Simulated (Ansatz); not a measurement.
Ansatz (a first-principles code) input:

Ansatz 0.2 input:
```yaml
crystal:
  periodic: [false, false, false]
  atoms:
    - {symbol: F, position_ang: [1.32420062, 0.61037118, -0.87704787]}
    - {symbol: Ge, position_ang: [0.00000000, 0.00000000, 0.00000000]}
    - {symbol: F, position_ang: [0.55760369, -1.08053723, 1.19029015]}
    - {symbol: F, position_ang: [-1.05346639, -0.81604079, -1.05809225]}
    - {symbol: F, position_ang: [-0.82833792, 1.28620684, 0.74484997]}
basis:
  gaussian:
    orbitals: def2-TZVPD
hamiltonian:
  xc: {name: B3LYP}
output: {forces: true}
```

Problem. What final total energy does it print?

Solution. -2476.75755 Eh (B3LYP/def2-TZVPD). The basis has 214 functions.
